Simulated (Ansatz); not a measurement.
Relaxation of C2H6BFGaN (12 atoms, charge 0, multiplicity 1), to a largest force component of 0.015 eV/Å in at most 40 steps.

Theory: RKS PBE-D4/def2-SVP (Ansatz 0.2.0).

```xyz
12
Properties=species:S:1:pos:R:3
C -0.982 -1.469 -1.042
Ga -0.388 -1.633 1.529
N 0.754 0.265 0.681
B 0.105 1.596 1.087
C 1.199 1.462 0.048
F 0.802 1.519 -1.259
H -1.225 -2.234 -0.315
H -1.704 -0.572 -0.894
H -0.010 -1.042 -0.877
H 0.510 -1.719 0.702
H -0.510 2.236 1.942
H 2.241 1.788 0.371
```

Q: Where does it end, and by what steps?

A: It converged. After 39 steps the energy has fallen by 8.731 eV; H7 moved furthest, 1.76 Å. The start is strongly strained (largest force component 8 eV/Å), so its close contacts needn't be bonds. Parted: Ga2–H10 (1.22 → 3.20 Å). Joined: C1–H10 (2.31 → 1.11 Å).

| step | energy less start (eV) | largest force component (eV/Å) | accepted |
| --- | --- | --- | --- |
| 0 | 0.0000 | 8.195 | yes |
| 2 | -3.8563 | 2.549 | yes |
| 4 | -6.6274 | 4.119 | yes |
| 6 | -8.2700 | 1.976 | yes |
| 8 | -8.5949 | 0.362 | yes |
| 10 | -8.6476 | 0.256 | yes |
| 12 | -8.6645 | 0.193 | yes |
| 14 | -8.6809 | 0.090 | yes |
| 16 | -8.6850 | 0.092 | yes |
| 18 | -8.6917 | 0.273 | yes |
| 20 | -8.7134 | 0.175 | yes |
| 22 | -8.7195 | 0.064 | yes |
| 24 | -8.7248 | 0.124 | yes |
| 26 | -8.7256 | 0.137 | no |
| 28 | -8.7273 | 0.045 | yes |
| 30 | -8.7279 | 0.034 | yes |
| 32 | -8.7285 | 0.051 | yes |
| 34 | -8.7292 | 0.052 | yes |
| 36 | -8.7301 | 0.033 | yes |
| 38 | -8.7304 | 0.022 | yes |
| 39 | -8.7306 | 0.013 | yes |

```xyz
12
Properties=species:S:1:pos:R:3
C -0.589 -1.909 -0.929
Ga -0.652 -0.602 2.215
N 0.296 0.952 1.489
B 0.613 2.309 1.466
C 0.942 1.419 0.258
F 0.106 1.426 -0.867
H -0.558 -2.368 -1.936
H -1.564 -2.145 -0.460
H -0.461 -0.814 -1.025
H 0.229 -2.342 -0.319
H 0.525 3.323 2.109
H 1.904 0.950 -0.029
```

Time of the run: 91 s on 2 threads of Intel(R) Xeon(R) Platinum 8488C (Sapphire Rapids), on a shared host, peak memory 0.22 GiB.
